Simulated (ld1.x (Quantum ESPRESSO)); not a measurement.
## What one change does to a pseudopotential (sulfur, PAW)

```json
{
 "Element": "S",
 "Generator": "ld1.x (Quantum ESPRESSO) 7.5",
 "Type": "PAW",
 "Functional": "PBE",
 "Relativity": "scalar-relativistic",
 "Frozen core": "[Ne]",
 "Valence charge": "6",
 "Reference configuration": "3s2 3p4",
 "Partial waves": "3s (bound): rcut 1.00, rcutus 1.30 bohr; 3s channel at -0.05 Ry: rcut 1.00, rcutus 1.30 bohr; 3p (bound): rcut 1.50, rcutus 1.95 bohr; 3p channel at 1.85 Ry: rcut 1.50, rcutus 1.95 bohr",
 "Local potential": "all-electron potential smoothed inside 1.05 bohr (lloc = -2)",
 "Core correction": "a·sin(br)/r model core, default radius (ld1.x builds one for every PAW set, though the input has nlcc=.false.)",
 "Augmentation charge": "PSQ, inside the norm-conserving radii"
}
```

All-electron outer shells of the reference configuration (PBE, scalar-relativistic, ld1.x):

```json
{"shell": "2s", "level (eV)": "-211.71", "outermost node (bohr)": "0.13", "outermost maximum (bohr)": "0.39"}
{"shell": "2p", "level (eV)": "-156.51", "outermost node (bohr)": "–", "outermost maximum (bohr)": "0.33"}
{"shell": "3s", "level (eV)": "-17.26", "outermost node (bohr)": "0.60", "outermost maximum (bohr)": "1.40"}
{"shell": "3p", "level (eV)": "-7.01", "outermost node (bohr)": "0.58", "outermost maximum (bohr)": "1.61"}
```

Change: non-relativistic.

Cutoffs: the cutoffs (Ry, on a coarse ladder) from which the occupation-weighted sum of valence levels, in a spherical-Bessel basis at the reference potential, stays within 10 and 1 mRy of its value at 400 Ry; they do not see the model core or the augmentation charge, which bear on the density cutoff. Errors are all-electron minus pseudo energies relative to the spin-unpolarised reference configuration.

Q: Predict the effect on cutoff, ghosts and configuration errors.

A: The potential gets neither clearly harder nor softer (21 Ry and 40 Ry → 21 Ry and 40 Ry); of the 7 tests that both files solve, the error grows in 0 and shrinks in 2 by more than 15 % and 0.3 meV (median size 3.6 → 3.9 meV); neither file shows a bound ghost.

```tsv
quantity	base	changed
cutoff, loose	21 Ry	21 Ry
cutoff, tight	40 Ry	40 Ry
bound ghosts	none	none
error for 3s2 3p3, meV [ΔE 11.77 → 11.78 eV]	-0.5	+0.3
error for 3s2 3p2, meV [ΔE 34.05 → 34.08 eV]	-1.9	-0.1
error for 3s2 3p1, meV [ΔE 68.09 → 68.13 eV]	-9.2	-6.7
error for 3s2 3p3.5, meV [ΔE 4.66 → 4.67 eV]	-0.2	+0.1
error for 3s0 3p6, meV [ΔE 20.74 → 20.48 eV]	+19	+20
error for 3s1 3p5, meV [ΔE 10.31 → 10.18 eV]	+3.6	+3.9
error for 3s2 3p0, meV [ΔE 114.89 → 114.93 eV]	-52	-48
s: phases at 2.16 bohr within 0.05 rad from the reference energy up to (Ry; the scan ends near 5)	3.8	3.9
p: phases at 2.16 bohr within 0.05 rad from the reference energy up to (Ry; the scan ends near 5)	4.7	4.7
lowest overlap eigenvalue by channel	s 0.52, p 0.72	s 0.52, p 0.72
```
